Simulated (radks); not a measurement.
Charge is removed step by step from the 3d (averaged over the sub-levels emptied) level of neutral bromine, starting from [Ar] 3d10 4s2 4p5. Calculated with a radial shooting solver on a logarithmic mesh with Libxc functionals: Dirac Kohn-Sham, PBE, spin-unpolarised, spherical densities, finite nucleus; open shells are shared between the two j in proportion to 2j + 1; Fermi nuclear charge, rms radius 4.1629 fm.

removed (e),E - E(0) (eV),eigenvalue (eV),E minus straight line (eV)
0,0.000,-66.686,0.000
0.25,17.378,-72.377,-2.229
0.5,36.207,-78.290,-3.008
0.75,56.540,-84.411,-2.281
1,78.429,-90.728,0.000

Removing the whole electron costs 78.429 eV by Delta-SCF, against 66.686 eV from minus the eigenvalue at the starting occupation. Slater's transition state (half an electron removed) gives 78.290 eV. Integrating minus the eigenvalue over the occupation (Janak's theorem) gives 78.429 eV. The mean slope of the eigenvalue, de/dn, is 24.0 eV per electron.
